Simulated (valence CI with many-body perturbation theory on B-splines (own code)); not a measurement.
**Ir6+: electric-dipole lines**

Level of theory: configuration interaction combined with many-body perturbation theory (CI+MBPT): three valence electrons over a frozen Dirac-Fock core [Xe] 4f14, a basis of 7 s, 7 p, 8 d, 6 f, 4 g, 1 h functions for each j, with the one-electron correlation potential Σ1 (screened to all orders), the two-electron term Σ2, the three-electron term Σ3, Breit, model QED; selected single and double excitations, second order for the rest, scaled by the run's own slope (own B-spline code, finite nucleus).

No measured spectrum was set against this ion. As an estimate, terms of the open shell hold to 2 to 4 % of their energy, and close levels can change places; different configurations can be misplaced against each other by 1,000 to 8,000 cm⁻¹. The list stops below the first excitations out of the core.

Lines 251 to 300 of 564 in falling wavelength, among levels below 300070 cm⁻¹, chosen from the strongest by gf and those to the six lowest levels. Wavelengths and rates use the calculated energies, so an error of 2000 cm⁻¹ moves a line at 494.2 Å by 0.99 % and its rate by three times that or more. Electric multipoles are in the length gauge, E1 and E2 with the static RPA response of the core. Weak lines are less certain than strong ones. Lines between different terms over intervals too small for the method are left out, as are lines whose strength nearly cancels. Where a level lies close to another of its J and parity, the split of strength between their lines is uncertain. The highest levels of a list are the least certain.

Levels are named by their leading jj configuration (3d3/2^4 stands for four electrons in 3d with j = 3/2), which in mixed levels can hold well under half, so a name can repeat and another be missing. Letters in brackets count levels of one name in rising energy.

```
λ vac (Å)                          Upper                      Lower   A (s⁻¹)  S (a.u.)
    494.2          (5d3/2^2 6p1/2) J=5/2      (5d3/2^2 5d5/2) J=3/2  1.27e+08  4.52e-02
    493.6      (5d3/2^2 6p3/2) J=3/2 [a]  (5d3/2 5d5/2^2) J=5/2 [c]  1.76e+08  4.18e-02
    493.6          (5d3/2^2 6p3/2) J=5/2  (5d3/2 5d5/2^2) J=7/2 [b]  1.03e+08  3.66e-02
    492.8          (5d3/2^2 6p1/2) J=1/2      (5d3/2 5d5/2^2) J=1/2  2.17e+08  2.57e-02
    491.8  (5d3/2 5d5/2 6p1/2) J=5/2 [b]  (5d3/2 5d5/2^2) J=5/2 [b]  7.61e+07  2.68e-02
    490.5          (5d3/2^2 6p3/2) J=5/2  (5d3/2 5d5/2^2) J=5/2 [c]  3.54e+08  1.24e-01
    490.2          (5d3/2^2 6p3/2) J=7/2  (5d3/2 5d5/2^2) J=7/2 [b]  1.00e+08  4.65e-02
    490.2  (5d3/2 5d5/2 6p3/2) J=3/2 [b]            (5d5/2^3) J=5/2  1.81e+08  4.21e-02
    487.6          (5d3/2^2 6p1/2) J=3/2      (5d3/2^2 5d5/2) J=1/2  1.60e+08  3.66e-02
    487.2          (5d3/2^2 6p3/2) J=7/2  (5d3/2 5d5/2^2) J=5/2 [c]  8.99e+07  4.10e-02
    486.9          (5d3/2^2 6p1/2) J=5/2      (5d3/2^2 5d5/2) J=7/2  5.08e+07  1.74e-02
    486.9  (5d3/2 5d5/2 6p1/2) J=7/2 [a]      (5d3/2 5d5/2^2) J=9/2  1.96e+08  8.94e-02
    486.1  (5d3/2 5d5/2 6p1/2) J=5/2 [a]  (5d3/2 5d5/2^2) J=5/2 [a]  2.34e+08  7.94e-02
    486.0      (5d3/2 5d5/2 6p1/2) J=9/2     (5d3/2 5d5/2^2) J=11/2  3.79e+08  2.14e-01
    484.4  (5d3/2 5d5/2 6p3/2) J=3/2 [c]            (5d5/2^3) J=5/2  1.18e+08  2.65e-02
    484.1  (5d3/2 5d5/2 6p1/2) J=7/2 [a]  (5d3/2 5d5/2^2) J=7/2 [a]  1.10e+08  4.91e-02
    481.1          (5d3/2^2 6p1/2) J=3/2      (5d3/2^2 5d5/2) J=3/2  4.95e+08  1.09e-01
    480.6  (5d3/2 5d5/2 6p3/2) J=5/2 [d]            (5d5/2^3) J=5/2  6.31e+08  2.08e-01
    480.3  (5d3/2 5d5/2 6p3/2) J=3/2 [c]  (5d3/2 5d5/2^2) J=3/2 [b]  6.35e+08  1.39e-01
    480.0  (5d3/2 5d5/2 6p1/2) J=3/2 [a]      (5d3/2 5d5/2^2) J=1/2  3.69e+08  8.06e-02
    477.8          (5d5/2^2 6p3/2) J=1/2  (5d3/2 5d5/2^2) J=3/2 [b]  1.19e+09  1.28e-01
    477.2      (5d3/2 5d5/2 6p1/2) J=1/2      (5d3/2 5d5/2^2) J=1/2  4.46e+08  4.78e-02
    476.5  (5d3/2 5d5/2 6p3/2) J=5/2 [d]  (5d3/2 5d5/2^2) J=3/2 [b]  4.00e+08  1.28e-01
    475.8          (5d5/2^2 6p1/2) J=7/2  (5d3/2 5d5/2^2) J=7/2 [b]  1.40e+08  5.94e-02
    475.6  (5d3/2 5d5/2 6p3/2) J=9/2 [a]  (5d3/2 5d5/2^2) J=7/2 [b]  2.22e+08  1.18e-01
    474.0  (5d3/2 5d5/2 6p1/2) J=5/2 [b]  (5d3/2 5d5/2^2) J=3/2 [a]  1.85e+08  5.84e-02
    473.0          (5d3/2^2 6p1/2) J=5/2      (5d3/2^2 5d5/2) J=5/2  7.09e+06  2.22e-03
    473.0          (5d5/2^2 6p1/2) J=7/2  (5d3/2 5d5/2^2) J=5/2 [c]  1.39e+09  5.82e-01
    471.4          (5d5/2^2 6p1/2) J=3/2            (5d5/2^3) J=3/2  1.15e+08  2.38e-02
    471.3          (5d5/2^2 6p1/2) J=5/2            (5d5/2^3) J=3/2  7.32e+08  2.27e-01
    469.2          (5d5/2^2 6p1/2) J=7/2            (5d5/2^3) J=9/2  1.92e+08  7.84e-02
    468.8  (5d3/2 5d5/2 6p3/2) J=1/2 [b]  (5d3/2 5d5/2^2) J=3/2 [b]  6.45e+08  6.56e-02
    468.6  (5d3/2 5d5/2 6p1/2) J=3/2 [b]      (5d3/2 5d5/2^2) J=1/2  2.25e+08  4.58e-02
    468.2          (5d5/2^2 6p1/2) J=5/2  (5d3/2 5d5/2^2) J=7/2 [b]  1.32e+09  4.02e-01
    468.0  (5d3/2 5d5/2 6p1/2) J=3/2 [a]  (5d3/2 5d5/2^2) J=5/2 [a]  1.18e+08  2.38e-02
    466.5      (5d5/2^2 6p3/2) J=7/2 [a]            (5d5/2^3) J=5/2  5.14e+08  2.06e-01
    465.6          (5d5/2^2 6p1/2) J=3/2  (5d3/2 5d5/2^2) J=5/2 [c]  3.11e+08  6.20e-02
    465.4  (5d3/2 5d5/2 6p1/2) J=5/2 [b]  (5d3/2 5d5/2^2) J=5/2 [a]  1.88e+08  5.63e-02
    464.7  (5d3/2 5d5/2 6p3/2) J=7/2 [a]  (5d3/2 5d5/2^2) J=7/2 [b]  5.15e+08  2.04e-01
    463.7  (5d3/2 5d5/2 6p1/2) J=7/2 [b]  (5d3/2 5d5/2^2) J=5/2 [a]  2.01e+09  7.93e-01
    463.7  (5d3/2 5d5/2 6p3/2) J=5/2 [a]  (5d3/2 5d5/2^2) J=7/2 [b]  3.31e+08  9.79e-02
    462.4  (5d3/2 5d5/2 6p1/2) J=7/2 [a]      (5d3/2^2 5d5/2) J=9/2  9.35e+08  3.65e-01
    462.2          (5d5/2^2 6p1/2) J=7/2  (5d3/2 5d5/2^2) J=5/2 [b]  3.12e+08  1.22e-01
    462.1  (5d3/2 5d5/2 6p3/2) J=7/2 [a]  (5d3/2 5d5/2^2) J=5/2 [c]  1.16e+08  4.52e-02
    461.0  (5d3/2 5d5/2 6p3/2) J=5/2 [a]  (5d3/2 5d5/2^2) J=5/2 [c]  1.39e+09  4.04e-01
    461.0          (5d3/2^2 6p1/2) J=3/2      (5d3/2^2 5d5/2) J=5/2  2.78e+07  5.38e-03
    460.5  (5d3/2 5d5/2 6p1/2) J=5/2 [b]  (5d3/2 5d5/2^2) J=7/2 [a]  3.83e+08  1.11e-01
    460.1      (5d5/2^2 6p3/2) J=7/2 [b]            (5d5/2^3) J=5/2  1.59e+09  6.12e-01
    459.1  (5d3/2 5d5/2 6p3/2) J=9/2 [b]            (5d5/2^3) J=9/2  7.11e+07  3.39e-02
    458.9          (5d3/2^2 6p1/2) J=1/2      (5d3/2^2 5d5/2) J=1/2  6.15e+08  5.86e-02
```
